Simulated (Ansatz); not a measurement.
System: CH3Si, charge 0, doublet. CH3Si (SMILES [CH]=[SiH2], doublet).
B3LYP-D3(BJ)/def2-TZVP minimum from Ansatz (a program for electronic structure):
```xyz
5

C     -1.1588    -0.2310    -0.0465
Si     0.4752     0.0947     0.0191
H     -2.2080    -0.4401    -0.0887
H      1.4943    -0.9666     0.1040
H      1.0136     1.4665    -0.0033
```
Charge 0, spin multiplicity 2.

Total energies in hartree (Ansatz). Radicals and triplets start from unrestricted determinants; spin-orbit coupling is neglected. Correlated methods leave the cores frozen. No relativity. For partners of very few electrons the exact lower level stands in for a higher one. The UHF reference of CH3Si ([CH]=[SiH2], doublet) is spin-contaminated (<S^2> up to 0.40 over the pure value in the sets run).

| species | HF/cc-pV(T+d)Z | CCSD(T)/cc-pV(T+d)Z | HF/cc-pV(Q+d)Z | CCSD(T)/cc-pV(Q+d)Z | CCSDT(Q)/cc-pV(T+d)Z |
|---|---|---|---|---|---|
| 1: CH3Si (SMILES [SiH2]=[CH], doublet) | -328.45500 | -328.74784 | -328.46117 | -328.76914 | -328.75101 |
| 2: C (triplet) | -37.69157 | -37.78076 | -37.69331 | -37.78654 | -37.78126 |
| 3: Si (triplet) | -288.85649 | -288.93344 | -288.85845 | -288.93781 | -288.93426 |
| 4: H (doublet) | -0.49981 | -0.49981 | -0.49995 | -0.49995 | -0.49981 |

**Question.** Work out the atomisation energy (electronic, to ground-state atoms) in kJ/mol: take Hartree-Fock from cc-pV(Q+d)Z, extrapolate the CCSD(T) correlation energy as X^-3 (X = 3, 4), and add CCSDT(Q) - CCSD(T) in cc-pV(T+d)Z. 1 hartree = 2625.5 kJ/mol.

**Answer.** 
Species 1: correlation (64·(-0.30797) - 27·(-0.29284))/37 = -0.31901; step -0.00317; E1 = -328.46117 + (-0.31901) + (-0.00317) = -328.78335
Species 2: correlation (64·(-0.09323) - 27·(-0.08919))/37 = -0.09618; step -0.00050; E2 = -37.69331 + (-0.09618) + (-0.00050) = -37.78999
Species 3: correlation (64·(-0.07936) - 27·(-0.07695))/37 = -0.08112; step -0.00082; E3 = -288.85845 + (-0.08112) + (-0.00082) = -288.94039
Species 4: correlation (64·(0.00000) - 27·(0.00000))/37 = 0.00000; step +0.00000; E4 = -0.49995 + (0.00000) + (+0.00000) = -0.49995
-1·E1 +1·E2 +1·E3 +3·E4 = 0.55312 hartree = 1452.2 kJ/mol.
